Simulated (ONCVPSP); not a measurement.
**Building the ONCV potential for Al (Z = 13) (PBE, scalar-relativistic).**

ONCVPSP 4.0.1 was run on this input:

```
# ATOM AND REFERENCE CONFIGURATION
# atsym  z   nc   nv     iexc    psfile
  Al 13.00    3    2        4      upf
#
#   n    l    f
    1    0    2.00
    2    0    2.00
    2    1    6.00
    3    0    2.00
    3    1    1.00
#
# PSEUDOPOTENTIAL AND OPTIMIZATION
# lmax
    1
#
#   l,   rc,      ep,       ncon, nbas, qcut
    0    2.20    0.00    3    7    3.70
    1    2.10    0.00    4    7    4.40
#
# LOCAL POTENTIAL
# lloc, lpopt,  rc(5),   dvloc0
    4    5    1.70    0.00
#
# VANDERBILT-KLEINMAN-BYLANDER PROJECTORs
# l, nproj, debl
    0    2    3.90
    1    1    1.00
#
# MODEL CORE CHARGE
# icmod, fcfact, rcfact
    0    0.00    0.00
#
# LOG DERIVATIVE ANALYSIS
# epsh1, epsh2, depsh
   -2.00    5.00    0.02
#
# OUTPUT GRID
# rlmax, drl
    6.00    0.01
#
# TEST CONFIGURATIONS
# ncnf
    4
# nvcnf
#   n    l    f
    2
    3    0    2.00
    3    1    0.00
#
    2
    3    0    1.00
    3    1    0.00
#
    2
    3    0    2.00
    3    1    0.50
#
    2
    3    0    1.00
    3    1    1.00
#
```

Command:

```bash
oncvpsp.x < Al.dat > Al.out
```

The program printed (shortened: citation, most of the input echo, consistency checks and plot data are left out):

```
ONCVPSP  (Optimized Norm-Conservinng Vanderbilt PSeudopotential)
scalar-relativistic version 4.0.1

#   n    l    f        energy (Ha)
    1    0    2.00    -5.5533531E+01
    2    0    2.00    -3.9749958E+00
    2    1    6.00    -2.5593353E+00
    3    0    2.00    -2.8491419E-01
    3    1    1.00    -9.9667823E-02

Reference configufation results
  iterations    25
  all-electron total energy (Ha)   -2.42684666D+02

Begin loop to  construct optimized pseudo wave functions
and semi-local pseudopoentials for all angular momenta

   Wellstate for l =  0  n =  6
     eigenvalue =   3.6151
     asymptotic potential =   4.1151
     half-point radius =  4.0499

Calculating optimized projector #   1

 for l=   0

    Fraction of norm inside rc  0.418139
    Optimizing pswf for qcut=   3.69 a_B^-1,  ecut=   6.83 Ha
    Residual kinetic energy error=  5.26D-05 Ha

    Energy error per electron        Cutoff
         Ha          eV             Ha
         0.01000     0.27211        2.99
         0.00100     0.02721        4.88
         0.00010     0.00272        6.54
         0.00001     0.00027       23.14

Calculating optimized projector #   2

 for l=   0

    Fraction of norm inside rc  0.144083
    Optimizing pswf for qcut=   3.69 a_B^-1,  ecut=   6.83 Ha
    Residual kinetic energy error=  3.22D-02 Ha

    Energy error per electron        Cutoff
         Ha          eV             Ha
         0.01000     0.27211        8.15
         0.00100     0.02721       33.10
         0.00010     0.00272       50.59
         0.00001     0.00027       92.55

Calculating optimized projector #   1

 for l=   1

    Fraction of norm inside rc  0.179427
    Optimizing pswf for qcut=   4.39 a_B^-1,  ecut=   9.65 Ha
    Residual kinetic energy error=  1.48D-06 Ha

    Energy error per electron        Cutoff
         Ha          eV             Ha
         0.01000     0.27211        1.27
         0.00100     0.02721        2.05
         0.00010     0.00272        4.99
         0.00001     0.00027        7.27

Construct Vanderbilt / Kleinmman-Bylander projectors

B matrix Hermiticity error, ll=   0
   1   2    8.1885E-05

  Orthonormal projector coefficients  4.2128E+00  6.7385E-01

Pseudoatom total energy   -1.937691

Diagnostic tests using Vanderbilt-Kleinman-Bylander pseudopotentials
  1 or more projectors used as specified by nproj input data

   l    rcore       rmatch      e in        delta e   norm test  slope test

   0   2.2106874   2.2778086  -0.2849142   0.0000117   1.0000261   1.0002878
   0   2.2106874   2.2778086   3.6150858   0.0004568   1.0000864   1.0000864

   1   2.1073831   2.1713678  -0.0996678   0.0000005   1.0000034   0.9999998

 Testing for bound ghosts
   n   l    E NL Schr. Eq   E Basis Diag.   E Cutoff

   1   0       -0.284902       -0.282290     38.23

   2   1       -0.099667       -0.079287     34.28

 Testing for highly-localized positive-energy ghosts
       l    <radius>/rc     E Basis Diag.   E Cutoff

       0        0.741647        5.449491     38.23  WARNING - GHOST(+)

Test configuration 0

   n   l     f        eae           eps        diff
   1   0  2.0000  -55.53353116
   2   0  2.0000   -3.97499583
   2   1  6.0000   -2.55933530
   3   0  2.0000   -0.28491419   -0.28490250    1.17D-05
   3   1  1.0000   -0.09966782   -0.09966731    5.10D-07

    Total energies and differences
      AE_ref= -2.42684666D+02  AE_tst= -2.42684666D+02  dif=  0.00D+00
      PS_ref= -1.93769136D+00  PS_tst= -1.93769136D+00  dif=  1.33D-15
      PSP excitation error= -1.33D-15

Test configuration 1

   n   l     f        eae           eps        diff
   1   0  2.0000  -55.84548693
   2   0  2.0000   -4.28139008
   2   1  6.0000   -2.86614977
   3   0  2.0000   -0.54427607   -0.54448183   -2.06D-04

    Total energies and differences
      AE_ref= -2.42684666D+02  AE_tst= -2.42472946D+02  dif=  2.12D-01
      PS_ref= -1.93769136D+00  PS_tst= -1.72585498D+00  dif=  2.12D-01
      PSP excitation error= -1.16D-04

Test configuration 2

   n   l     f        eae           eps        diff
   1   0  2.0000  -56.31071886
   2   0  2.0000   -4.73212529
   2   1  6.0000   -3.31704612
   3   0  1.0000   -0.87271849   -0.86963729    3.08D-03

    Total energies and differences
      AE_ref= -2.42684666D+02  AE_tst= -2.41766424D+02  dif=  9.18D-01
      PS_ref= -1.93769136D+00  PS_tst= -1.02000160D+00  dif=  9.18D-01
      PSP excitation error=  5.52D-04

Test configuration 3

   n   l     f        eae           eps        diff
   1   0  2.0000  -55.67649395
   2   0  2.0000   -4.11605573
   2   1  6.0000   -2.70055887
   3   0  2.0000   -0.40769662   -0.40774930   -5.27D-05
   3   1  0.5000   -0.20951108   -0.20959379   -8.27D-05

    Total energies and differences
      AE_ref= -2.42684666D+02  AE_tst= -2.42608023D+02  dif=  7.66D-02
      PS_ref= -1.93769136D+00  PS_tst= -1.86102896D+00  dif=  7.67D-02
      PSP excitation error= -1.86D-05

Test configuration 4

   n   l     f        eae           eps        diff
   1   0  2.0000  -55.91090704
   2   0  2.0000   -4.34522831
   2   1  6.0000   -2.92947380
   3   0  1.0000   -0.57368309   -0.57278091    9.02D-04
   3   1  1.0000   -0.35827838   -0.35813404    1.44D-04

    Total energies and differences
      AE_ref= -2.42684666D+02  AE_tst= -2.42259432D+02  dif=  4.25D-01
      PS_ref= -1.93769136D+00  PS_tst= -1.51273798D+00  dif=  4.25D-01
      PSP excitation error=  2.81D-04
```

The run took about 1.7 s on one core of a shared server CPU.
